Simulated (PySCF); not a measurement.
H3P.

```xyz
4

P      0.0000     0.0000    -0.1282
H      1.0324     0.5961     0.6411
H      0.0000    -1.1921     0.6411
H     -1.0324     0.5961     0.6411
```
Charge 0, spin multiplicity 1.

Geometry optimised at B3LYP-D3(BJ)/def2-TZVP.

These are PBE/pcSseg-1 run with PySCF values and carry that method's errors. Non-relativistic, no solvent.

Computed absolute GIAO shielding of each atom: isotropic value and principal components (ppm):
```json
[
 {"atom": "P1", "σ(iso)": "576.7", "σ11": "532.1", "σ22": "599.0", "σ33": "599.0", "span": "66.9"},
 {"atom": "H2", "σ(iso)": "29.4", "σ11": "25.3", "σ22": "26.2", "σ33": "36.8", "span": "11.5"},
 {"atom": "H3", "σ(iso)": "29.4", "σ11": "25.3", "σ22": "26.2", "σ33": "36.8", "span": "11.5"},
 {"atom": "H4", "σ(iso)": "29.4", "σ11": "25.3", "σ22": "26.2", "σ33": "36.8", "span": "11.5"}
]
```
